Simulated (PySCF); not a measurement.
Deuteron quadrupole couplings in `CC1=C(C)[SiH2]OC(=O)C1`

Compound: C6H10O2Si.
Geometry (GFN2-xTB, Å), atoms numbered from 1 in this order:
```xyz
19
C6H10O2Si angstrom
C     -0.357   -2.056   -0.190
C     -0.295   -0.584    0.094
C      0.820    0.147   -0.037
C      2.121   -0.459   -0.488
Si     0.665    1.993    0.263
O     -0.938    2.280   -0.007
C     -1.921    1.390   -0.024
O     -3.008    1.670   -0.446
C     -1.594    0.028    0.557
H      0.601   -2.533    0.000
H     -0.615   -2.222   -1.237
H     -1.116   -2.537    0.422
H      2.476   -1.189    0.240
H      2.002   -0.967   -1.444
H      2.882    0.308   -0.597
H      1.317    2.822   -0.739
H      0.940    2.381    1.647
H     -2.434   -0.631    0.333
H     -1.557    0.169    1.644
```

Level: PBE0/pcSseg-1 (PySCF, non-relativistic); Q(2H) = 0.00286 b; rigid geometry, the same for H and D, with no vibrational averaging.

Question: Rank these positions by the coupling χzz of a deuteron there, largest first.
A. H17 (Si–H hydrogen)
B. H18 (methylene hydrogen)
C. H13 (methyl hydrogen)

Answer: C (209 kHz), B (201 kHz), A (107 kHz).

Q: What are Vzz, η and χzz (234.96 MHz × Q × Vzz) at all hydrogens?

A: 
```json
{"atom": "H10", "bonded to": "C1", "bond length (Å)": "1.087", "Vzz (au)": "0.3144", "η": "0.03", "χzz (kHz)": "211"}
{"atom": "H11", "bonded to": "C1", "bond length (Å)": "1.091", "Vzz (au)": "0.3099", "η": "0.01", "χzz (kHz)": "208"}
{"atom": "H12", "bonded to": "C1", "bond length (Å)": "1.088", "Vzz (au)": "0.3122", "η": "0.03", "χzz (kHz)": "210"}
{"atom": "H13", "bonded to": "C4", "bond length (Å)": "1.090", "Vzz (au)": "0.3110", "η": "0.01", "χzz (kHz)": "209"}
{"atom": "H14", "bonded to": "C4", "bond length (Å)": "1.089", "Vzz (au)": "0.3121", "η": "0.02", "χzz (kHz)": "210"}
{"atom": "H15", "bonded to": "C4", "bond length (Å)": "1.086", "Vzz (au)": "0.3162", "η": "0.04", "χzz (kHz)": "213"}
{"atom": "H16", "bonded to": "Si5", "bond length (Å)": "1.455", "Vzz (au)": "0.1648", "η": "0.03", "χzz (kHz)": "111"}
{"atom": "H17", "bonded to": "Si5", "bond length (Å)": "1.463", "Vzz (au)": "0.1597", "η": "0.03", "χzz (kHz)": "107"}
{"atom": "H18", "bonded to": "C9", "bond length (Å)": "1.091", "Vzz (au)": "0.2985", "η": "0.04", "χzz (kHz)": "201"}
{"atom": "H19", "bonded to": "C9", "bond length (Å)": "1.096", "Vzz (au)": "0.2969", "η": "0.02", "χzz (kHz)": "199"}
```

Q: Average by the element that carries the hydrogen.

A: on C: 208 kHz over 8 positions, mean bond length 1.090 Å; on Si: 109 kHz over 2 positions, mean bond length 1.459 Å.

Q: How does χzz go with the bond length over the 8 C–H bonds?

A: A straight-line fit has a slope of -13.7 kHz for each 0.01 Å, with a correlation coefficient of -0.88, over lengths from 1.086 to 1.096 Å. The longer bonds have the smaller couplings here.

Q: A static deuteron (I = 1) shows a doublet split by (3/2)χ, (3/4)χ(1 + η) and (3/4)χ(1 − η) with the field along z, y and x of the gradient. What are these for H13?

A: With |χ| = 209.0 kHz and η = 0.012: 313, 159 and 155 kHz, to first order and without motion.

One conformer (not necessarily the lowest) at the GFN2-xTB geometry, without solvent, vibrations or thermal averaging. GFN2-xTB frequencies show an imaginary mode (57i cm⁻¹), so this geometry is no minimum at that level. GFN2-xTB bond lengths can be off by several hundredths of an ångström, more for odd bonds, and the gradients follow them. The small basis limits the accuracy of the gradients.
